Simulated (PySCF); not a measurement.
# How methods differ on the ionisation energy of As

As [Ar] 3d10 4s2 4p3 (4S) → As⁺ [Ar] 3d10 4s2 4p2 (3P), as a difference of total energies. Computed with PySCF 2.14 in aug-cc-pVTZ-PP with one added diffuse shell each of s, d, f type with ECP10MDF (7s5p5d3f, 68 functions), with a scalar-relativistic core potential. Correlated levels: valence: 3s2 3p6 3d10 frozen. The calculations carry no spin-orbit coupling.

```csv
method,ionisation energy (eV),error (eV)
UHF,9.415,-0.593
LDA,9.983,-0.025
PBE,9.844,-0.164
PBE0,9.914,-0.094
r2SCAN,10.064,+0.056
BP86,9.925,-0.083
PBEsol,9.866,-0.142
B3LYP,9.800,-0.208
M06-L,9.585,-0.423
MP2 (valence),9.905,-0.103
SCS-MP2 (valence),9.754,-0.254
```

Reference: 10.008 eV (measured; NIST levels, between the centres of gravity of the two terms).

Errors of the correlated levels include the incompleteness of this basis and the frozen core.
